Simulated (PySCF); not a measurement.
# Electronic absorption of AuCl3(PH3)

Compound: AuCl3(PH3) (singlet state).
Z-matrix (Å and degrees, PBE0-D3(BJ)/def2-SVP geometry), rows numbered from 1:
```
Au
Cl  1  2.3252
Cl  1  2.2960  2   93.86
Cl  1  2.3083  2  173.57  3  -178.38
P   1  2.3098  2   83.07  3   179.79
H   5  1.4106  1  114.18  2    57.93
H   5  1.4108  1  113.96  2   -60.16
H   5  1.4127  1  116.28  2   179.05
```

Computed with TDDFT CAM-B3LYP/def2-SVPD, vertical, gas phase, core orbitals frozen in the response, def2 core potentials past Kr in PySCF 2.14.0, density-fitted response routines. Spin–orbit coupling is left out.

Question: What does the calculation give for the low-lying excited states?

Answer: 

```
state  E (eV)  E (hartree)       f  symmetry  main configurations (H = HOMO, L = LUMO)
   S1    2.84       0.1042  0.0097        A′                                 H→L (94%)
   S2    2.90       0.1067  0.0001         –                               H-1→L (96%)
   S3    3.02       0.1110  0.0000         –                               H-2→L (96%)
   S4    3.13       0.1151  0.0014         –                  H-3→L (69%), H-4→L (26%)
   S5    3.63       0.1333   0.041        A′                  H-4→L (67%), H-3→L (25%)
   S6    4.06       0.1492  0.0008         –                               H-5→L (99%)
   S7    4.73       0.1737   0.017        A′                  H-8→L (59%), H-7→L (36%)
   S8    5.49       0.2018   0.344        A′                               H-6→L (76%)
   S9    5.59       0.2055   0.274        A′                  H-7→L (48%), H-8→L (31%)
  S10    6.06       0.2227  0.0005         –                               H-9→L (94%)
```

Triplets, Tamm–Dancoff:

```json
{"state": "T1", "E (eV)": "2.43", "λ (nm)": "509.4", "main configurations (H = HOMO, L = LUMO)": "H→L (92%)"}
{"state": "T2", "E (eV)": "2.58", "λ (nm)": "481.2", "main configurations (H = HOMO, L = LUMO)": "H-1→L (65%), H-2→L (32%)"}
{"state": "T3", "E (eV)": "2.63", "λ (nm)": "470.7", "main configurations (H = HOMO, L = LUMO)": "H-2→L (64%), H-1→L (32%)"}
{"state": "T4", "E (eV)": "2.78", "λ (nm)": "445.9", "main configurations (H = HOMO, L = LUMO)": "H-3→L (80%), H-4→L (11%)"}
```

The lowest singlet comes at 437 nm (274 kJ/mol) in the visible; it is weak; its leading configuration is HOMO→LUMO (94%). The strongest level in the table is S8 at 5.49 eV (226 nm, f = 0.344). For S1 the Löwdin share of gold is at most 4% in HOMO and 37% in LUMO. Weighted by f, the mean energy of these states is 5.36 eV. Orbital energies (eV): HOMO-3 -9.95, HOMO-2 -9.84, HOMO-1 -9.55, HOMO -9.38, LUMO -3.26, LUMO+1 -0.31, LUMO+2 -0.08. 4 computed singlets (S1 to S4) lie in the visible range (380 to 750 nm), the largest f among them at 437 nm, f = 0.0097; light of that wavelength is violet to blue, and its complementary colour is yellow-green to yellow; a Tamm–Dancoff triplet lies at 509 nm, without intensity as long as spin–orbit coupling is left out. Symmetry labels in Cs follow from the direction of the transition dipole and are given only for states with f of 0.002 or more. Singlets were solved by full linear response, triplets in the Tamm–Dancoff approximation.
